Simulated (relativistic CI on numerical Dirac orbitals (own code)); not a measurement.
Computed by Dirac-Coulomb-Breit CI, KLI orbitals optimised for each configuration, model QED, unscaled Slater integrals (own radial code, finite nucleus).

The strongest absorption lines from the ground level of an ion, among the configurations computed and to levels below about 1690 eV (vacuum wavelength in Å, gf): 23.467 (0.49), 23.810 (0.47), 25.307 (1.1), 34.200 (0.11), 36.861 (1.2), 37.084 (0.78), 37.432 (0.33), 37.500 (0.22).

Task: Which ion is it?
A. Hf LIII
B. Er XLVII
C. Os LVII
D. Er XLIX

Result: D. Er XLIX has 20 electrons and the ground level 3s2.3p6.3d2 3F_2; the strongest line goes to 3s2.3p5.3d3 3G°_3. The pattern of lines fixes the number of electrons, and along that sequence the line energies rise steadily with the charge (about as its square where n changes within one kind of shell, about linearly where n is kept but much faster in heavy ions where fine structure, which grows about as Z⁴, sets the gap, and irregularly where shells cross), which fixes Z. Configurations outside the model, such as inner-shell arrays, can give stronger lines. At this charge energies of transitions that change n are usually good to better than 1 %, and those within a shell (Δn = 0) to a few per cent.

LS names give the leading component of a level, which can be under half, so a name can repeat, a term be missing and a line seem to break the LS rules.
